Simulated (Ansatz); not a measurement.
Start from `N[SiH2][GaH2]` and change one atom or group to get `N[SiH2][SnH3]`.

Ansatz, PBE0-D4/def2-TZVP geometries, multiplicity 1. Each molecule was computed in one conformer, which needn't be the lowest.

Elements past krypton have def2 core potentials. Scalar relativity is left out up to krypton.

```csv
property,`N[SiH2][GaH2]`
HOMO energy (B3LYP/def2-TZVPP) / eV,-6.92
size of the dipole moment (ωB97M-V/def2-TZVPP) / D,1.39
zero-point energy (PBE0-D4/def2-TZVP) / kJ/mol,146.8
size of the dipole moment (B3LYP/def2-TZVPP) / D,1.39
HOMO energy (PBE/def2-TZVPP) / eV,-5.86
"ideal-gas entropy at 298 K and 1 bar (rigid rotor, harmonic PBE0-D4/def2-TZVP) / J/(mol·K)",338
```

What does the change do to each property? (Estimate.)

The calculation gave: 
```json
{"property": "HOMO energy (B3LYP/def2-TZVPP) / eV", "`N[SiH2][SnH3]`": "-7.08", "shift": "-0.16"}
{"property": "size of the dipole moment (ωB97M-V/def2-TZVPP) / D", "`N[SiH2][SnH3]`": "1.76", "shift": "0.37"}
{"property": "zero-point energy (PBE0-D4/def2-TZVP) / kJ/mol", "`N[SiH2][SnH3]`": "165.6", "shift": "18.8"}
{"property": "size of the dipole moment (B3LYP/def2-TZVPP) / D", "`N[SiH2][SnH3]`": "1.77", "shift": "0.38"}
{"property": "HOMO energy (PBE/def2-TZVPP) / eV", "`N[SiH2][SnH3]`": "-6.01", "shift": "-0.15"}
{"property": "ideal-gas entropy at 298 K and 1 bar (rigid rotor, harmonic PBE0-D4/def2-TZVP) / J/(mol·K)", "`N[SiH2][SnH3]`": "354", "shift": "16"}
```

With PBE0 the HOMO falls by 0.15 eV and the LUMO rises by 1.70 eV, so the gap widens by about 1.85 eV. PBE moves the HOMO by -0.15 eV and ωB97M-V by -0.17 eV. The zero-point energy changes by 18.8 kJ/mol with +3 modes. Dipoles are sizes alone; their direction can turn. Modes under 60 cm⁻¹, often nearly free rotors, make the harmonic entropy too high.

B3LYP here is the variant with VWN-RPA as its local correlation; programs differ in this.
